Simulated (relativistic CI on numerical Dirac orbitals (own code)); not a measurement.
Computed by Dirac-Coulomb-Breit CI, KLI orbitals optimised for each configuration, model QED, unscaled Slater integrals (own radial code, finite nucleus).

The strongest absorption lines from the ground level of an ion, among the configurations computed and to levels below about 200 eV (vacuum wavelength in nm, gf): 11.405 (0.35), 11.683 (2.2), 11.886 (0.98), 11.939 (0.15), 12.090 (1.5), 12.112 (1), 12.579 (0.44), 21.834 (0.17).

**Question.** Which ion is it?
A. As¹⁷⁺
B. Ga¹⁵⁺
C. Rb²¹⁺
D. As¹⁹⁺

**Answer.** A. As¹⁷⁺ has 16 electrons and the ground level 3s2 3p4 3P_2; the strongest line goes to 3s2 3p3 3d 3D°_3. The pattern of lines fixes the number of electrons, and along that sequence the line energies rise steadily with the charge (about as its square where n changes within one kind of shell, about linearly where n is kept but much faster in heavy ions where fine structure, which grows about as Z⁴, sets the gap, and irregularly where shells cross), which fixes Z. Configurations outside the model, such as inner-shell arrays, can give stronger lines. At this charge energies of transitions that change n are usually good to better than 1 %, and those within a shell (Δn = 0) to a few per cent.

LS names give the leading component of a level, which can be under half, so a name can repeat, a term be missing and a line seem to break the LS rules.
